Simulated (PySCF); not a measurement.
A run for PySCF: D3(BJ) and D4 dispersion corrections on C3H5NO (a complex), monomers drawn apart or pushed together.

```python
from pyscf import gto
from pyscf.dispersion import dftd3, dftd4

mol = gto.M(
    atom='''
    C    -0.04712003    0.55655918   -0.60178301
    C     0.31038455   -0.19620092    0.26016653
    H    -0.35388448    1.20804615   -1.38341801
    H     0.60596973   -0.83132838    1.06888205
    N    -0.60131411    0.79765827    5.06667827
    C    -0.04007154   -0.28210741    5.65356656
    O     0.51187586   -1.19111022    5.06700340
    H    -0.58137358    0.89465847    4.06169401
    H    -1.04111341    1.51152085    5.61962672
    H    -0.13082382   -0.26465072    6.75406846
    ''',
    basis='def2-svp',
    charge=0, spin=0, verbose=0, max_memory=1800)
d3, d4 = {}, {}
for xc in ['hf', 'pbe', 'blyp', 'revpbe', 'tpss', 'r2scan', 'b3lyp', 'pbe0', 'bhlyp', 'camb3lyp', 'b2plyp']:
    d3[xc] = float(dftd3.DFTD3Dispersion(mol, xc=xc, version='d3bj', atm=False).get_dispersion()['energy'])
    print(f'D3(BJ) {xc:10s} {d3[xc]:14.8f} Eh')
for xc in ['hf', 'pbe', 'blyp', 'revpbe', 'tpss', 'r2scan', 'b3lyp', 'pbe0', 'bhlyp', 'camb3lyp', 'b2plyp']:
    d4[xc] = float(dftd4.DFTD4Dispersion(mol, xc={'camb3lyp': 'cam-b3lyp'}.get(xc, xc), atm=True).get_dispersion()['energy'])
    print(f'D4     {xc:10s} {d4[xc]:14.8f} Eh')
```

Output:

```
D3(BJ) hf            -0.04020832 Eh
D3(BJ) pbe           -0.00420084 Eh
D3(BJ) blyp          -0.00860691 Eh
D3(BJ) revpbe        -0.01116335 Eh
D3(BJ) tpss          -0.00511574 Eh
D3(BJ) r2scan        -0.00119948 Eh
D3(BJ) b3lyp         -0.00697852 Eh
D3(BJ) pbe0          -0.00349059 Eh
D3(BJ) bhlyp         -0.00527175 Eh
D3(BJ) camb3lyp      -0.00298101 Eh
D3(BJ) b2plyp        -0.00308630 Eh
D4     hf            -0.01490362 Eh
D4     pbe           -0.00360417 Eh
D4     blyp          -0.00817689 Eh
D4     revpbe        -0.01355523 Eh
D4     tpss          -0.00485557 Eh
D4     r2scan        -0.00098043 Eh
D4     b3lyp         -0.00569775 Eh
D4     pbe0          -0.00299429 Eh
D4     bhlyp         -0.00382910 Eh
D4     camb3lyp      -0.00296021 Eh
D4     b2plyp        -0.00249481 Eh
```

The run finished.

Cost: around 0.010 core-seconds (rough).
